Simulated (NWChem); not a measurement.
# C3H7NO; SMILES C/N=C\CO

```xyz
12

C     -0.5302     2.0197     0.1208
N      0.7001     1.2937    -0.0306
C      0.7134     0.0333    -0.1397
C     -0.4307    -0.9565    -0.1305
O      0.0113    -2.2606     0.1200
H     -0.7058     2.6116    -0.7934
H     -1.4382     1.4171     0.3102
H     -0.4199     2.7516     0.9370
H      1.6957    -0.4539    -0.2825
H     -1.2241    -0.6393     0.5748
H     -0.8987    -0.9689    -1.1306
H      0.3979    -2.2815     1.0016
```
Atoms are numbered in this order, from 1.

Computed with NWChem. Pople sets run with spherical d functions. Geometry: optimised at PBE0/def2-SVP. GIAO values for the isolated, static molecule; σ is the absolute isotropic shielding, δ = σ(reference) − σ with the isolated reference molecule computed at the same levels (13C: tetramethylsilane, 1H: tetramethylsilane, 15N: ammonia, 17O: water).

```tsv
level	δ C1 (ppm)	δ N2 (ppm)	δ C4 (ppm)	δ O5 (ppm)	δ H9 (ppm)	δ H11 (ppm)	δ H12 (ppm)
PBE0/pcSseg-1	41.4	382.8	61.2	19.6	7.71	3.81	0.14
B3LYP/6-31G*	38.6	328.5	56.8	11.3	7.70	3.81	-0.29
Hartree-Fock/6-31G*	35.9	336.6	53.2	-3.2	7.76	3.67	0.29
PBE/pcSseg-1	42.7	380.4	63.4	27.7	7.79	3.94	-0.05
LDA (Slater exchange, VWN5)/pcSseg-1	43.6	400.5	65.3	26.2	7.90	4.07	0.18
```
